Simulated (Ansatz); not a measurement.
```yaml
crystal:
  periodic: [false, false, false]
  atoms:
    - {symbol: C, position_ang: [-0.560490, 1.033830, 0.289158]}
    - {symbol: C, position_ang: [0.204645, -0.258870, 0.578314]}
    - {symbol: Mg, position_ang: [0.724786, -1.415349, -1.077286]}
    - {symbol: Cl, position_ang: [1.271639, -2.627851, -2.823857]}
    - {symbol: H, position_ang: [-1.511082, 0.845127, -0.218395]}
    - {symbol: H, position_ang: [-0.797855, 1.587848, 1.204889]}
    - {symbol: H, position_ang: [0.008218, 1.714941, -0.350776]}
    - {symbol: H, position_ang: [1.127664, -0.031534, 1.125393]}
    - {symbol: H, position_ang: [-0.379024, -0.894241, 1.255462]}
basis:
  gaussian: {orbitals: "6-31++G**"}
hamiltonian: {xc: {name: wB97X-D}}
output: {forces: true}
```

```sh
$ ansatz run in.yaml --threads 4 --pin off --events-out ev --progress --plain --max-ram 10444MiB
```

Output, abridged:

```
Error: YAML parse error: error: line 15 column 19: hamiltonian.xc: no functional is named "wB97X-D"; the names, which are not case-sensitive, are SVWN5, SPW92, PBE, PBE0, PBEsol, revPBE, revPBE0, RPBE, rPW86-PBE, HSE06, wPBEh, LC-wPBE, HISS, HF, BLYP, B3LYP, B3LYP5, BHLYP, CAM-B3LYP, r2SCAN, r2SCANh, r2SCAN0, r2SCAN50, m-r2SCAN, B97, wB97, wB97X, wB97X-V, B97M-V, wB97M-V, B2PLYP, B2GP-PLYP, PBE0-DH, PBE-QIDH
13 | basis:
14 |   gaussian: {orbitals: "6-31++G**"}
15 | hamiltonian: {xc: {name: wB97X-D}}
16 | output: {forces: true}
```

Question: What is wrong with this run?

Answer: The method's name isn't one that the program takes here. The program refused the input.

HSE06 is defined as in plane-wave codes.
